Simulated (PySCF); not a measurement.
# Correlation energy of Sr (strontium, neutral)

[Kr] 5s1 5p1, high-spin 3P determinant (an excited configuration). Computed with PySCF 2.14 in aug-cc-pwCVTZ-X2C with one added diffuse shell each of s, p, d, f type (11s10p8d4f, 109 functions), with the spin-free X2C one-electron Hamiltonian (Gaussian nucleus). Frozen: [Kr]; 2 electrons correlated.

With two correlated electrons CCSD is exact within the correlated space (frozen core and kept virtual orbitals).

| level | correlation energy (mhartree) |
| --- | --- |
| CCSD | -3.81 |

Diagnostics: T1 = 0.015, D1 = 0.0276, largest double amplitude 0.058.

Cost of the coupled-cluster step: roughly 10 core-seconds, for 2 correlated electrons.

Iterations:

```
CC2 = 0
CCSD nocc = (np.int64(2), np.int64(0)), nmo = (91, 91)
frozen orbitals [[0, 1, 2, 3, 4, 5, 6, 7, 8, 9, 10, 11, 12, 13, 14, 15, 16, 17], [0, 1, 2, 3, 4, 5, 6, 7, 8, 9, 10, 11, 12, 13, 14, 15, 16, 17]]
max_cycle = 100
direct = 0
conv_tol = 1e-08
conv_tol_normt = 1e-06
diis_space = 8
diis_start_cycle = 0
Init t2, MP2 energy = -0.00167642737456123
Init E_corr(UCCSD) = -0.00167642737501656
cycle = 1  E_corr(UCCSD) = -0.00245833411951108  dE = -0.000781906744  norm(t1,t2) = 0.0295716
cycle = 2  E_corr(UCCSD) = -0.0028941283966379  dE = -0.000435794277  norm(t1,t2) = 0.019671
cycle = 3  E_corr(UCCSD) = -0.00368771885896257  dE = -0.000793590462  norm(t1,t2) = 0.0140615
cycle = 4  E_corr(UCCSD) = -0.0037773670114222  dE = -8.96481525e-05  norm(t1,t2) = 0.00470526
cycle = 5  E_corr(UCCSD) = -0.00381546557913186  dE = -3.80985677e-05  norm(t1,t2) = 0.0012599
cycle = 6  E_corr(UCCSD) = -0.00380438308133738  dE = 1.10824978e-05  norm(t1,t2) = 0.000341916
cycle = 7  E_corr(UCCSD) = -0.00381311332449891  dE = -8.73024316e-06  norm(t1,t2) = 0.000115514
cycle = 8  E_corr(UCCSD) = -0.00380864889851235  dE = 4.46442599e-06  norm(t1,t2) = 5.97065e-05
cycle = 9  E_corr(UCCSD) = -0.00380999944281843  dE = -1.35054431e-06  norm(t1,t2) = 2.06015e-05
cycle = 10  E_corr(UCCSD) = -0.00380979744517496  dE = 2.01997643e-07  norm(t1,t2) = 3.92087e-06
cycle = 11  E_corr(UCCSD) = -0.00380981903177675  dE = -2.15866018e-08  norm(t1,t2) = 1.02462e-06
cycle = 12  E_corr(UCCSD) = -0.00380982010434953  dE = -1.07257278e-09  norm(t1,t2) = 4.6357e-07
UCCSD converged
E(UCCSD) = -3177.321726165768  E_corr = -0.003809820104349535
```
